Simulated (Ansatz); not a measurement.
Reaction (cleavage of the Si–B bond): `C[SiH2]BCl` + `S[SiH](Cl)Cl` → `C[SiH2]S[SiH](Cl)Cl` + `BCl`

Program: Ansatz. Geometries: PBE0-D4/def2-TZVP. ΔE: electronic, gas phase. CCSD(T)/CBS is the MP2 limit (def2-TZVPP, def2-QZVPP) plus CCSD(T) − MP2 in def2-TZVPP, frozen cores. This one scheme is used for every species. DFT in def2-TZVPP. B3LYP here is the variant with VWN-RPA as its local correlation; programs differ in this. One conformer a species, not always the lowest.

(1) Is it downhill or uphill in electronic energy at CCSD(T)/CBS, and by how much? (Estimate.)

(2) What do these levels give: B3LYP-D4, ωB97X-V, PBE, CCSD/def2-TZVPP, CCSD(T)/def2-TZVPP, CCSD/CBS(def2)? (Estimate.)

Largest T1 diagnostic among the species: 0.012.

Answers

(1) The calculation gave: Downhill: ΔE = -92.0 kJ/mol.

(2) The calculation gave: B3LYP-D4 -92.2, ωB97X-V -89.5, PBE -75.1, CCSD/def2-TZVPP -87.0, CCSD(T)/def2-TZVPP -89.0, CCSD/CBS(def2) -90.0 kJ/mol.

From PBE to PBE0 (25 % exact exchange), in def2-TZVPP and without D4, ΔE moves by −5.4 kJ/mol. The D4 term adds −13.7 kJ/mol with B3LYP and −7.9 kJ/mol with PBE0; it sums over pairs of atoms, weighted by their polarisabilities, and B3LYP, whose exchange is more repulsive, gets the larger term.
